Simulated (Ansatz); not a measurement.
Species: C2H7ClOSi2, net charge 0, singlet state. 
Coordinates optimised at B3LYP-D3(BJ)/def2-TZVP (Ansatz, an electronic-structure program):
SMILES: C=C([SiH2]O[SiH3])Cl
```xyz
13

C     -2.5977    -0.4263     0.6081
C     -1.4175    -0.3683     0.0058
Cl    -1.1975     0.6659    -1.4069
Si     0.1228    -1.3068     0.4982
O      1.3497    -0.2703     0.7757
Si     2.1784     1.0549     0.2696
H     -3.4614     0.1310     0.2670
H     -2.7193    -1.0553     1.4817
H     -0.1794    -2.0490     1.7397
H      0.4875    -2.2307    -0.5968
H      3.4197     1.1377     1.0690
H      2.5177     0.9299    -1.1656
H      1.3676     2.2730     0.4834
```

Parts of the frozen-core correlation energy in aug-cc-pV(D+d)Z (Ansatz, hartree). Frozen orbitals: 18; correlated occupied orbitals by spin: 18 and 18; virtual: 192 and 192. Spin-orbit coupling is left out. No relativistic terms.

| term | value |
|---|---|
| reference (HF) | -1192.14323 |
| MP2 opposite-spin | (withheld) |
| MP2 same-spin | (withheld) |
| CCSD correlation | -0.89971 |
| (T) | (withheld) |
| T1 diagnostic | 0.012 |
| largest doubles amplitude | 0.028 |

Problem. What belongs in the gaps?

Solution. 
- MP2 opposite-spin, value: -0.63320
- MP2 same-spin, value: -0.19700
- (T), value: -0.03144
